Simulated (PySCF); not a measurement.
Geometries of 2 isomers of CH5ClOSi, from PySCF 2.14.0, PBE0-D3(BJ)/def2-SVP geometry optimisation, gas phase. One conformer each, no zero-point energy, no frequencies.

Problem. Which is lower in electronic energy at this level?
A.
```xyz
9
angstrom
O      1.382    1.276    0.571
Si     0.333   -0.010    0.510
C     -1.358    0.616   -0.061
Cl    -1.822    1.962    1.042
H      1.015    2.056    1.004
H      0.884   -0.979   -0.477
H      0.144   -0.667    1.838
H     -2.149   -0.147   -0.012
H     -1.330    1.024   -1.082
```
B.
```xyz
9
angstrom
C     -0.024    2.515   -1.122
O      1.289    2.889   -1.440
Si     2.649    2.160   -0.854
Cl     4.246    3.082   -1.754
H     -0.252    1.486   -1.456
H     -0.223    2.578   -0.037
H     -0.716    3.200   -1.634
H      2.677    0.713   -1.209
H      2.768    2.344    0.620
```

Solution. B. That is `CO[SiH2]Cl`, 19.7 kcal/mol below the other.

| SMILES | atoms numbered as above | E (Eh) | relative (kcal/mol) | relative (kJ/mol) | dipole (D) |
| --- | --- | --- | --- | --- | --- |
| CO[SiH2]Cl | [CH3:1][O:2][SiH2:3][Cl:4] | -865.37646 | 0.0 | 0.0 | 2.50 |
| O[SiH2]CCl | [OH:1][SiH2:2][CH2:3][Cl:4] | -865.34503 | 19.7 | 82.5 | 1.19 |

As drawn, the higher has an O–H bond and an Si–C bond, which the lower lacks.
